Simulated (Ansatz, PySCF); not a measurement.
CdS, SMILES [Cd]=[S]. Atoms are numbered in the order given.

```xyz
2

Cd     0.0000     0.0000    -0.5677
S      0.0000     0.0000     1.7031
```
Charge 0, spin multiplicity 1.

Coordinates come from a B3LYP-D3(BJ)/def2-TZVPD optimisation. The def2 effective core potentials stand for the cores of Cd; spin–orbit coupling is left out.

Vertical ionisation energy (IE) and electron affinity (EA) in eV. Rows of orbital energies are one-electron estimates. Where ΔSCF, EOM or ADC give a negative EA the extra electron is unbound and the value depends on the basis.

| level | IE | EA |
|---|---|---|
| −ε(HOMO), −ε(LUMO), HF/def2-TZVPD (PySCF) | 8.55 | 1.51 |
| −ε(HOMO), −ε(LUMO), CAM-B3LYP/def2-TZVPD (PySCF) | 7.59 | 3.35 |
| −ε(HOMO), −ε(LUMO), PBE/def2-TZVPD (PySCF) | 5.27 | 4.95 |
| ΔSCF, PBE0/def2-TZVPD (Ansatz), final states of multiplicity 2 and 2 | 8.15 | 2.35 |
| ΔSCF, PBE/def2-TZVPD (Ansatz), final states of multiplicity 2 and 2 | 8.37 | 2.27 |

What vertical singlet–triplet gap does ΔSCF give with PBE0/def2-TZVPD (Ansatz, a first-principles code) and with PBE/def2-TZVPD (Ansatz)? (An estimate is asked for; the answer gives what the named calculation found.)

0.17 and 0.41 eV (triplet above singlet where positive).
